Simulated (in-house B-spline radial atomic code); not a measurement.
**Sb II (Sb+): [Ar] (3d3/2)4 (3d5/2)5 4s2 4p6 4d10 5s2 (5p3/2)2 (9d3/2)1 (an excited or competing configuration)**

All numbers are computed (Dirac-Hartree-Fock, average of the jj configuration; Fermi nucleus of rms radius 4.6802 fm) with an all-electron radial atomic-structure program (B-spline basis), not measured.

Z_r = [3n² - l(l+1)]/(2<r>); Z_e = n√(-2ε); the last column is Slater's effective charge. Values are occupation-weighted means over j. An effective charge above Z reflects the relativistic contraction of the inner shells.

| shell | electrons | ε (eV) | <r> (bohr) | Z_r | Z_e | Slater |
| --- | --- | --- | --- | --- | --- | --- |
| 1s | 2 | -30732 | 0.02842 | 52.79 | 47.53 | 50.70 |
| 2s | 2 | -4825.6 | 0.122 | 49.19 | 37.67 | 46.85 |
| 2p | 6 | -4336.9 | 0.1069 | 46.76 | 35.71 | 46.85 |
| 3s | 2 | -1024.1 | 0.3266 | 41.34 | 26.03 | 39.75 |
| 3p | 6 | -859.55 | 0.3246 | 38.51 | 23.84 | 39.75 |
| 3d | 9 | -612.33 | 0.3023 | 34.74 | 20.13 | 30.20 |
| 4s | 2 | -207.69 | 0.7773 | 30.87 | 15.63 | 24.10 |
| 4p | 6 | -153.71 | 0.8327 | 27.62 | 13.44 | 24.10 |
| 4d | 10 | -71.826 | 0.9681 | 21.69 | 9.19 | 12.85 |
| 5s | 2 | -35.576 | 2.04 | 18.38 | 8.09 | 7.65 |
| 5p | 2 | -24.942 | 2.411 | 15.14 | 6.77 | 7.65 |
| 9d | 1 | -1.1415 | 34.34 | 3.45 | 2.61 | 2.00 |

The least bound orbital is 9d3/2 at -1.141 eV, and it is also the most diffuse (<r> = 34.34 bohr). The part-filled 3d shell lies below the filled 5s shell in orbital energy.

For the 1s electron the small component carries 3.52 % of the norm, the zero-frequency Breit interaction raises the level by 72.31 eV, self-energy by 41.04 eV, and vacuum polarisation lowers it by 5.488 eV.
